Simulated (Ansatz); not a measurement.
`O=C=[N][AlH][F]`. Total charge 0; spin multiplicity 1.

```xyz
6

O    -2.793   -0.299   -0.761
C    -1.676   -0.194   -0.451
N    -0.528   -0.092   -0.131
Al    1.156    0.096    0.326
F     1.878    1.532   -0.004
H     1.964   -1.044    1.021
```

(1) List the harmonic frequencies (cm⁻¹, unscaled) at PBE0-D4/def2-TZVP in Ansatz. (An estimate is asked.)

(2) Is this a minimum?

(3) Give the ideal-gas thermochemistry at 298.15 K and 1 bar (rigid rotor, harmonic oscillator; point group Cs, symmetry number 1).

Answers

(1) Computed: 43, 84, 249, 489, 569, 645, 657, 664, 869, 1513, 2030, 2405.

(2) Yes, all 12 modes are real.

(3) Zero-point energy 61.1 kJ/mol; H(298) − E = 78.8 kJ/mol; entropy 329.1 J/(mol·K), of which translation 164.8, rotation 109.6, vibration 54.7; G(298) − E = -19.3 kJ/mol. Modes under 100 cm⁻¹ are hindered rotations or soft bends, so the harmonic entropy is rough.
